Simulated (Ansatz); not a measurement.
The first iterations of a band of BrH + H4Si (7 atoms, charge 0, multiplicity 1).

Level of theory: Ansatz, RKS PBE/def2-SVP.

```
movable images  : 7
climbing image  : yes
spring          : 5.0 eV/Å²
optimiser       : quadratic models (default)
start path      : through a guess of the saddle point
force threshold : 0.05 eV/Å
iteration limit : 60
end points      : relaxed
```

First end point:

```xyz
7
Properties=species:S:1:pos:R:3
Si 0.365 0.000 -0.157
H 0.321 0.000 1.349
H 1.803 0.000 -0.596
H -0.323 1.231 -0.672
H -0.323 -1.231 -0.672
Br -3.289 0.000 1.639
H -1.967 0.000 2.202
```

Last end point:

```xyz
7
Properties=species:S:1:pos:R:3
Si -0.449 0.000 -0.754
H 0.034 0.000 3.503
H 0.683 0.000 0.230
H -0.396 1.229 -1.613
H -0.396 -1.229 -1.613
Br -2.383 0.000 0.386
H -0.505 0.000 2.955
```

| iteration | highest image above the first end (eV) | largest band force component (eV/Å) |
| --- | --- | --- |
| 1 | 2.423 | 6.665 |
| 2 | 1.970 | 2.760 |
| 3 | 1.534 | 1.409 |
| 4 | 1.354 | 1.032 |
| 5 | 1.386 | 0.644 |

Question: Does the band converge within its limit, and where does its top end?

Answer: It converged. It ended after 15 iterations with the highest image 1.459 eV above the first end. A vibrational analysis at the climbing image gives 2 clearly imaginary modes (874i, 190i cm⁻¹): a point of higher order. A lower path may pass nearby, or the ends, which weren't checked, may share the extra mode. The orbitals stay closed-shell, which can raise the energy where a bond breaks towards radicals; this wasn't checked here.

Run time: 2.2 min on 1 thread of Intel(R) Xeon(R) Platinum 8488C (Sapphire Rapids), on a shared host, peak memory 0.17 GiB.
